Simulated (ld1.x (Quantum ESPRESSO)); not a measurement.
**Pseudopotential generation for carbon: TM semilocal, PBEsol, scalar-relativistic.**

carbon, norm-conserving Troullier–Martins (semilocal form), made with ld1.x (Quantum ESPRESSO) 7.5 (PBEsol, scalar-relativistic). Core [He], reference 2s2 2p1.75 (charge +0.25). Waves: 2p (bound): rc 2.80 bohr; 2s (bound): rc 1.05 bohr. Local part: the s channel. Core correction: Bessel-smoothed model core inside 1.10 bohr.

All-electron outer shells of the reference configuration (PBEsol, scalar-relativistic, ld1.x):

```csv
shell,level (eV),outermost node (bohr),outermost maximum (bohr)
1s,-275.27,–,0.18
2s,-16.35,0.38,1.20
2p,-7.83,–,1.19
```

Results:

```
Cutoffs needed           : 35 Ry and 90 Ry (the cutoffs (Ry, on a coarse ladder) from which the occupation-weighted sum of valence levels, in a spherical-Bessel basis at the reference potential, stays within 10 and 1 mRy of its value at 400 Ry)
Ghost test               : no extra level below or beside the all-electron valence levels (p, s tested); the semilocal form is local in each channel, so this says nothing of the separable form that plane-wave codes build from it (spherical-Bessel basis up to 400 Ry, 20 bohr box)
Largest excitation error : +1486 meV (all-electron minus pseudo) for 2s1 2p0, out of 7 test configurations
```

Generation and tests took about 1.3 s on one core of a shared server CPU.
